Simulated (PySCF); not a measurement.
Computed with TPSSh-D3(BJ)/def2-TZVP // BP86-D3(BJ)/def2-SVP (PySCF 2.14.0). Gas-phase values, no solvent. 

Reference species: [Ti(F)4] (neutral, multiplicity 1).

```yaml
charge on the central atom (meta-Löwdin): 1.66 e
HOMO: -11.38 eV
coordination_number: 4
charge on the central atom (Mulliken): 1.66 e
```

Changed species: [Ti(F)(H)3] (3 of 4 F replaced by H; the reference has 0 of 4 F replaced by H).

### Question
Give the shifts of the charge on the central atom (meta-Löwdin), HOMO, coordination number and charge on the central atom (Mulliken).

### Answer
the charge on the central atom (meta-Löwdin) falls by 0.49 e, to 1.17 e; the HOMO rises by 3.01 eV, to -8.37 eV; the coordination number stays essentially unchanged; the charge on the central atom (Mulliken) drops by 0.81 e, to 0.85 e.
